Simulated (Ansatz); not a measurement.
`C[Si](S)(Cl)Cl` + H₂ → `C[SiH](Cl)Cl` + H₂S  (hydrogenolysis of the Si–S bond)

Calculated with Ansatz (gas phase, PBE0-D4/def2-TZVP geometries, no zero-point term in ΔE). CCSD(T)/CBS is the MP2 limit (def2-TZVPP, def2-QZVPP) plus CCSD(T) − MP2 in def2-TZVPP, frozen cores. This one scheme is used for every species. DFT in def2-TZVPP. B3LYP here is the variant with VWN-RPA as its local correlation; programs differ in this. HSE06 is defined as in plane-wave codes. Each species was taken in one conformer, which may not be the lowest.

`C[Si](S)(Cl)Cl`:

Z-matrix (Å, degrees):
```
C
Si 1 1.847
H 1 1.092 2 110.1
H 1 1.092 2 109.9 3 120.3
H 1 1.092 2 110.2 3 -119.8
S 2 2.121 1 114.3 3 -178.4
Cl 2 2.045 1 110.1 3 -61.1
Cl 2 2.051 1 108.3 3 57.8
H 6 1.345 2 93.2 1 -63.0
```

H₂:

Cartesian coordinates in Å:
```
H -0.158 0.338 -0.015
H 0.158 -0.338 0.015
```

`C[SiH](Cl)Cl`:

Cartesian coordinates in Å:
```
C 0.634 0.260 0.772
Si -0.558 -0.288 -0.528
Cl 0.462 -1.082 -2.117
Cl -1.657 1.313 -1.183
H 0.094 0.687 1.620
H 1.224 -0.591 1.123
H 1.313 1.015 0.373
H -1.512 -1.314 -0.060
```

H₂S:

```xyz
3

S    -0.379   -0.463    0.162
H    -0.176    0.216   -0.977
H     0.554    0.247    0.815
```

```
             level  ΔE (kJ/mol)  difference from CCSD(T)/CBS
       LDA (SPW92)         44.4                          2.5
           PBE0-D4         44.3                          2.4
          B3LYP-D4         41.3                         -0.6
            B2PLYP         34.0                         -7.9
             HSE06         36.4                         -5.5
             BHLYP         23.2                        -18.7
           LC-ωPBE         33.6                         -8.3
  CCSD(T)/def2-SVP         24.3                        -17.6
SCS-MP2/def2-QZVPP         41.1                         -0.8
      HF/CBS(def2)         10.3                        -31.6
       CCSD(T)/CBS         41.9                            0
```

What do rigid-rotor, harmonic-oscillator terms from PBE0-D4/def2-TZVP frequencies (298.15 K, 1 bar) make of the CCSD(T)/CBS value? (Best estimate.)

Computed: ΔZPE = +9.7 kJ/mol, ΔH = +47.7 kJ/mol, ΔS = 33 J/(mol·K), ΔG = +37.9 kJ/mol.

Largest T1 diagnostic among the species: 0.010.

From BLYP to BHLYP (50 % exact exchange), in def2-TZVPP and without D4, ΔE moves by −3.4 kJ/mol. Leaving LDA and LC-ωPBE aside and taking each functional with its dispersion term where it has one, the values, not all of them listed here, spread over 20.3 kJ/mol, from B2PLYP to revPBE-D4. LDA lies +5.4 kJ/mol from PBE without D4.
